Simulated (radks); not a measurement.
Ionisation ladder of praseodymium, from Pr XI to Pr XIV. Each ion is in the ground configuration listed by NIST, and IE = E(next ion) - E(this ion). Calculated with a radial shooting solver on a logarithmic mesh with Libxc functionals: scalar-relativistic Kohn-Sham, PBEsol, spin-polarised, spherical densities, finite nucleus; open shells are filled with parallel spins first (spin-orbit coupling, left out, can overturn this in heavy ions); Fermi nuclear charge, rms radius 4.8919 fm.

| species | configuration | E (hartree) | IE, Delta-SCF (eV) | -e(HOMO) (eV) | HOMO | <r> HOMO (bohr) | IE, NIST (eV) | kind | error (eV) |
|---|---|---|---|---|---|---|---|---|---|
| Pr XI | [Kr] 4d10 5s2 5p1 | -9207.6103 | 159.83 | 152.36 | 5p up | 1.40 | 162 | theory | -2.2 |
| Pr XII | [Kr] 4d10 5s2 | -9201.7365 | 200.00 | 191.94 | 5s | 1.27 | 196 | theory | +4.0 |
| Pr XIII | [Kr] 4d10 5s1 | -9194.3867 | 218.57 | 210.35 | 5s up | 1.25 | 217.0 | semi-emp. | +1.6 |
| Pr XIV | [Kr] 4d10 | -9186.3543 | 351.33 | 336.15 | 4d | 0.689 | 350 | theory | +1.3 |

Reference values: NIST Atomic Spectra Database (exp. = measured, semi-emp. = semi-empirical, theory = theoretical value adopted there). The ionisation energy per charge of the ion left behind rises most, in proportion, at Pr XIV ([Kr] 4d10), from 16.813 to 25.095 eV. Open shells are spherical and high-spin; term and fine-structure splittings are not resolved. Spin-orbit splitting is averaged out at the scalar-relativistic level.
